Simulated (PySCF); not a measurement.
Which orbitals make which state

Compound: C6H9FS.
SMILES: `F[C@@H]1[C@H](S)[C@@H]1C1CC1`

Computed with TDDFT wB97X-D/def2-SVPD, vertical, gas phase, core orbitals frozen in the response (PySCF). Geometry: GFN2-xTB, one conformer, isolated molecule. Torsions of this conformer, `[F:1][C@@H:2]1[C@H:3]([SH:4])[C@@H:5]1[CH:6]1[CH2:7][CH2:8]1`: C3–C5–C6–C7 166°, H–S4–C3–C2 -4°.

Orbital energies (eV): HOMO-3 -10.96, HOMO-2 -10.29, HOMO-1 -9.65, HOMO -8.53, LUMO 1.93, LUMO+1 2.23, LUMO+2 2.43.

**Question.** Among the lowest singlets, which states do these configurations lead, and at what energies: HOMO-1→LUMO, HOMO→LUMO, HOMO→LUMO+1?

**Answer.** 

```tsv
state	leading configuration	weight	Δε (eV)	E (eV)	E − Δε (eV)	f	other configurations
S2	HOMO→LUMO	0.64	10.45	6.12	-4.33	0.032	H→L+2 (27%)
S3	HOMO→LUMO+1	0.67	10.75	6.84	-3.91	0.0024	H→L+2 (17%)
S4	HOMO-1→LUMO	0.66	11.58	7.38	-4.19	0.012	–
```

E − Δε runs from -4.33 to -3.91 eV. Among themselves, these states come in the order of their orbital differences. Δε is the difference of the two orbital energies.

H and L stand for HOMO and LUMO. The other states: S1 5.67 eV, f 0.0009, H→L+2 (38%), H→L+1 (23%), H→L (23%); S5 7.61 eV, f 0.015, H→L+4 (46%), H→L+6 (14%), H-2→L (9%); S6 7.71 eV, f 0.055, H→L+4 (28%), H→L+3 (24%), H→L+6 (19%); S7 7.94 eV, f 0.023, H→L+5 (36%), H→L+6 (20%), H→L+3 (11%); S8 7.98 eV, f 0.0059, H-1→L+2 (42%), H-1→L+1 (20%), H→L+8 (16%).

Triplets (Tamm–Dancoff): T1 5.23 eV, H→L+2 (33%), H→L (27%), H→L+1 (20%); T2 5.77 eV, H→L (49%), H→L+2 (31%); T3 6.74 eV, H→L+1 (64%), H→L+2 (10%).

Summed over the main configurations (up to three a state, each over 8%) of all 8 singlets, the electron leaves HOMO with weight 4.72, HOMO-1 with weight 1.27 and HOMO-2 with weight 0.09.

On one thread of an Arm Neoverse N1, no GPU, on a shared host, this took 1.9 min wall (with the writing of density and orbital grids).
